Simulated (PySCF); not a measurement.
Run record: geometry optimisation, `C[Te+](C)C`.

Computed with PBE0-D3(BJ)/def2-SVP geometry optimisation, gas phase, def2 core potentials past Kr (PySCF 2.14.0). Start geometry: GFN2-xTB. The input is one job of a driver script: a line of settings, then coordinates in Å.

Input:
```
{"job": {"xc": "PBE0", "basis": "def2-SVP", "d3": "d3bj", "grid": 1, "maxiter": 30, "shake": 0.01, "kind": "geom"}, "charge": 1, "multiplicity": 1}
C     -0.441620     1.726610     0.308410
Te    -0.230740    -0.180340     1.196470
C      1.700070    -0.536430     0.376870
C     -1.247050    -1.232410    -0.334350
H     -0.199840     1.692380    -0.760820
H      0.180590     2.460110     0.821770
H     -1.488400     2.059990     0.421120
H      1.733130    -0.299270    -0.683720
H      1.974260    -1.573030     0.568520
H      2.431680     0.095020     0.919030
H     -0.925510    -0.923140    -1.298660
H     -1.111270    -2.299630    -0.182460
H     -2.369480    -1.006770    -0.241100
```

Output:
```
step   0  E = -387.26081766  max force = 0.047020
step   1  E = -387.26378754  max force = 0.006624
step   2  E = -387.26471653  max force = 0.002399
step   3  E = -387.26497220  max force = 0.001447
step   4  E = -387.26499363  max force = 0.000329
step   5  E = -387.26499769  max force = 0.000150
optimisation converged
```

Energies in Eh; «max force» is the largest Cartesian gradient component in Eh/bohr.

Give the first gradient maximum in eV/Å.

With 1 Eh/bohr = 51.422 eV/Å, 2.418 eV/Å.

How much energy does the optimisation release, in kJ/mol?

E(step 0) − E(last step) = 0.004180 Eh, which is 11.0 kJ/mol.

In short: final energy -387.26500 Eh after 5 steps.

Where do the atoms end?

0.039 Å rms from the input after alignment:
```
atom  x, y, z in Å
C1    -0.3343    1.7840    0.3511
Te2   -0.1428   -0.1718    1.1722
C3     1.7141   -0.6475    0.2439
C4    -1.3895   -1.1554   -0.2473
H5    -0.1224    1.7443   -0.7251
H6     0.3786    2.4387    0.8701
H7    -1.3610    2.1267    0.5381
H8     1.6454   -0.4278   -0.8292
H9     1.9140   -1.7136    0.4167
H10    2.4934   -0.0389    0.7222
H11   -1.0672   -0.8812   -1.2602
H12   -1.2976   -2.2376   -0.0836
H13   -2.4246   -0.8370   -0.0634
```

Hardware: an AMD EPYC 7R43 with one thread, no GPU, shared host with 256 logical CPUs at a one-minute load of 126. Cost: 41 s, 0.48 GiB resident at most.
Labels such as C1 count atoms from 1, the log's own numbers from 0.
